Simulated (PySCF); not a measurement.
# Bonding in `C=C=C(CF)CF`

Species: C5H6F2.
SMILES with atom numbers: `[CH2:1]=[C:2]=[C:3]([CH2:4][F:5])[CH2:6][F:7]` (hydrogens: H8, H9 on C1; H10, H11 on C4; H12, H13 on C6)

Geometry (GFN2-xTB, Å), atoms numbered from 1 in this order:
```xyz
13
C5H6F2 angstrom
C      1.5345   -1.0427    1.5580
C      0.7168   -0.4865    0.7273
C     -0.1087    0.0731   -0.1095
C     -0.4040    1.5497   -0.0829
F     -1.6904    1.7674    0.3668
C     -0.8310   -0.7110   -1.1734
F     -0.3272   -0.3947   -2.4188
H      2.5868   -1.1332    1.3423
H      1.1988   -1.4405    2.5020
H     -0.3509    1.9722   -1.0925
H      0.2656    2.0839    0.5963
H     -0.7001   -1.7883   -1.0410
H     -1.8947   -0.4490   -1.1924
```

Bond orders from the PBE0/pcSseg-1 density (PySCF). The structure is a single GFN2-xTB conformer in the gas phase; no vibrational or solvent corrections.

Where do the orders between heavy atoms depart from those drawn in the SMILES?

The largest departure is 0.278, at C2–C3 (drawn double, 1.722).

Set the Mayer orders of the bonds between heavy atoms beside their lengths.

| bond | drawn as | length (Å) | Mayer order |
| --- | --- | --- | --- |
| C1–C2 | double | 1.292 | 2.124 |
| C2–C3 | double | 1.302 | 1.722 |
| C3–C4 | single | 1.506 | 1.078 |
| C4–F5 | single | 1.380 | 0.883 |
| C3–C6 | single | 1.506 | 1.078 |
| C6–F7 | single | 1.380 | 0.883 |

Bonds between the same two heavy elements. C–C: lowest C3–C4 and C3–C6 (1.078, 1.506 Å), highest C1–C2 (2.124, 1.292 Å). C–F: all 2 within 0.02 of one another (0.883 to 0.883). Bonds named together lie within 0.004.

And the bonds to hydrogen?

C–H: 0.90 to 0.95 (6 bonds).

Sum the orders of all bonds at each heavy atom with more than one neighbour and set the sums beside the valence in the SMILES.

C1 3.923 (drawn 4), C2 3.846 (drawn 4), C3 3.878 (drawn 4), C4 3.841 (drawn 4), C6 3.841 (drawn 4). Orders between atoms that aren't bonded are not in these sums.

For a closed shell the Mayer order of atoms A and B is Σ (PS)μν (PS)νμ over the basis functions μ on A and ν on B, with P the density and S the overlap matrix.

These values come from a run that also computed NMR shieldings. Hardware: one thread, Arm Neoverse V1 (shared host). Cost: 15 s of wall time.
